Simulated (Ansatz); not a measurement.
Consider the silylene formation by 1,1-elimination: `CO[SiH2]N` → CH₃OH + `N[SiH]`.

Gas-phase electronic energies from Ansatz, PBE0-D4/def2-TZVP geometries. CBS: def2 TZ/QZ extrapolation, frozen cores. DFT in def2-TZVPP. One conformer a species, not always the lowest.

`CO[SiH2]N`:

Z-matrix (Å, degrees):
```
C
O 1 1.406
H 1 1.096 2 111.5
H 1 1.097 2 111.6 3 121.4
H 1 1.092 2 108.5 3 -119.3
Si 2 1.645 1 122.7 3 -65.4
N 6 1.706 2 116.5 1 62.3
H 6 1.489 2 109.1 1 -56.3
H 6 1.479 2 103.1 1 -177.3
H 7 1.005 6 122.3 2 -93.4
H 7 1.006 6 123.2 2 68.6
```

CH₃OH:

Z-matrix (Å, degrees):
```
C
O 1 1.409
H 1 1.097 2 112.4
H 1 1.090 2 107.0 3 -118.5
H 1 1.097 2 112.4 3 123.0
H 2 0.959 1 108.5 3 -61.6
```

`N[SiH]`:

Cartesian coordinates in Å:
```
N 0.471 0.037 -0.308
Si -0.263 -0.364 1.180
H 0.001 0.384 -1.130
H 1.464 -0.058 -0.451
H -1.674 0.001 0.708
```

| species | PBE0-D4 energy (Eh) |
| --- | --- |
| `CO[SiH2]N` | -461.61693 |
| CH₃OH | -115.64111 |
| `N[SiH]` | -345.87488 |

Work out ΔE.

ΔE = (-115.64111) + (-345.87488) − (-461.61693) = 0.10094 Eh = +2.75 eV. CCSD(T)/CBS gives +2.79 eV.

Largest T1 diagnostic among the species: 0.015.

From PBE to PBE0 (25 % exact exchange), in def2-TZVPP and without D4, ΔE moves by +0.18 eV. The D4 term adds +0.13 eV with B3LYP and +0.07 eV with PBE0; it sums over pairs of atoms, weighted by their polarisabilities, and B3LYP, whose exchange is more repulsive, gets the larger term.

B3LYP here is the variant with VWN-RPA as its local correlation; programs differ in this.
